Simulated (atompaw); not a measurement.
## Varying the PAW (atompaw) potential for Mg

Base potential:

atompaw 4.2.0.5 input, output lines left out:

```
Mg 12
LDA-PW scalarrelativistic loggrid 1500 logderivrange -2 5 176
3 3 0 0 0 0
3 0 1.5
3 1 0.5
0 0 0
c
c
v
c
v
2
2.60 2.20 1.90 2.00
y
3.65
n
y
0.3
n
y
-0.05
n
custom polynom vanderbiltortho gaussian
3 1 ultrasoft
2.60
2.40
2.60
2.60
2.60
```

Cutoffs, loose and tight: the cutoffs (Ry, on a coarse ladder) from which the occupation-weighted sum of valence levels, in a spherical-Bessel basis at the reference potential, stays within 10 and 1 mRy of its value at 400 Ry. They see the waves, projectors and local potential, not the compensation charge or the core. A dash means not determined.

A true bound ghost makes a file unfit for plane-wave use even where its test errors are small: the radial tests pick states by their node count and pass the ghost by.

```csv
change,outcome,"cutoff, loose","cutoff, tight",bound ghosts
base,generated,6 Ry,8 Ry,none
reference 3s1 3p1; added wave 3d channel at 2.5 Ry: rc 2.60 bohr,generated,6 Ry,6 Ry,none
wave 3s channel at 3.65 Ry: rc 2.40 bohr becomes 3s channel at 3.65 Ry: rc 1.40 bohr,generated,6 Ry,6 Ry,none
"local potential bessel scheme, radius 1.90 bohr",generated,6 Ry,8 Ry,none
"augmentation gaussian compensation charge, radius 1.62 bohr; PAW radius 2.60 bohr; waves and projectors: custom polynom vanderbiltortho","generated, no UPF (negative core plus compensation charge)",6 Ry,8 Ry,none
"augmentation gaussian compensation charge, radius 2.20 bohr; PAW radius 2.60 bohr; waves and projectors: custom rrkj gramschmidtortho","generated, no UPF (negative core plus compensation charge)",6 Ry,6 Ry,none
added wave 3d channel at 3.2 Ry: rc 2.60 bohr,generated,6 Ry,8 Ry,none
"augmentation besselshape compensation charge, radius 2.20 bohr; PAW radius 2.60 bohr; waves and projectors: custom polynom vanderbiltortho",generated,6 Ry,8 Ry,none
"local potential ultrasoft scheme with l = 3 at 1 Ry, radius 2.26 bohr",generated,6 Ry,8 Ry,none
core correction smooth core density matched at 1.40 bohr,generated,6 Ry,8 Ry,none
```

Problem. What comes out with this change to the base: core [He], valence charge 10; reference 2s2 2p6 3s2 3p0; waves now 2s (bound): rc 0.75 bohr; 3s (bound): rc 1.30 bohr; 2p (bound): rc 0.85 bohr; 3p (bound): rc 1.30 bohr; 3d channel at 0.3 Ry: rc 1.30 bohr; local potential ultrasoft scheme with l = 3 at 1 Ry, radius 1.10 bohr; core correction smooth core density matched at 1.15 bohr; augmentation gaussian compensation charge, radius 1.15 bohr; PAW radius 1.30 bohr; waves and projectors: custom polynom vanderbiltortho?

Solution. outcome: generated; cutoff, loose: 140 Ry; cutoff, tight: 200 Ry; bound ghosts: none.

Problem. What comes out with this change to the base: all radii scaled by about 0.80 (s 2.08, p 2.08, d 2.08 bohr); local potential ultrasoft scheme with l = 3 at 1 Ry, radius 1.52 bohr; augmentation gaussian compensation charge, radius 1.76 bohr; PAW radius 2.08 bohr; waves and projectors: custom polynom vanderbiltortho; core correction smooth core density matched at 1.60 bohr?

Solution. outcome: generated; cutoff, loose: 8 Ry; cutoff, tight: 15 Ry; bound ghosts: p.
